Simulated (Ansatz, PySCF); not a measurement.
CdI, SMILES [Cd+][I], charge +1. Atoms are numbered in the order given.

```xyz
2

Cd     0.0000     0.0000    -1.3404
I      0.0000     0.0000     1.2139
```
Charge +1, spin multiplicity 1.

Geometry optimised at r2SCAN-D4/def2-TZVP. The spin state was assumed, not searched. The def2 effective core potentials stand for the cores of Cd, I; spin–orbit coupling is left out.

Two levels are set side by side: PBE-D3(BJ)/def2-TZVP (Ansatz, a first-principles code) and r2SCAN-D4/def2-TZVP (Ansatz). Each level has its own optimised geometry; the coordinates shown are those of the second. Frequencies come from the Hessian of PySCF at each geometry. Differences are taken from unrounded values.

| quantity | r2SCAN-D4 |
|---|---|
| bond Cd1–I2 (Å) | 2.554 |
| highest harmonic wavenumber (cm⁻¹) | 218 |
| mean harmonic wavenumber (cm⁻¹) | 218 |
| zero-point energy (kcal/mol) | 0.31 |

Problem. What does PBE-D3(BJ) give, and how far is it from r2SCAN-D4? (The exact figures need the calculation; the answer reports its results.)

Solution. 
```json
[
 {"quantity": "bond Cd1–I2 (Å)", "PBE-D3(BJ)": "2.582", "PBE-D3(BJ) minus r2SCAN-D4": "0.028"},
 {"quantity": "highest harmonic wavenumber (cm⁻¹)", "PBE-D3(BJ)": "204", "PBE-D3(BJ) minus r2SCAN-D4": "-13"},
 {"quantity": "mean harmonic wavenumber (cm⁻¹)", "PBE-D3(BJ)": "204", "PBE-D3(BJ) minus r2SCAN-D4": "-13"},
 {"quantity": "zero-point energy (kcal/mol)", "PBE-D3(BJ)": "0.29", "PBE-D3(BJ) minus r2SCAN-D4": "-0.02"}
]
```
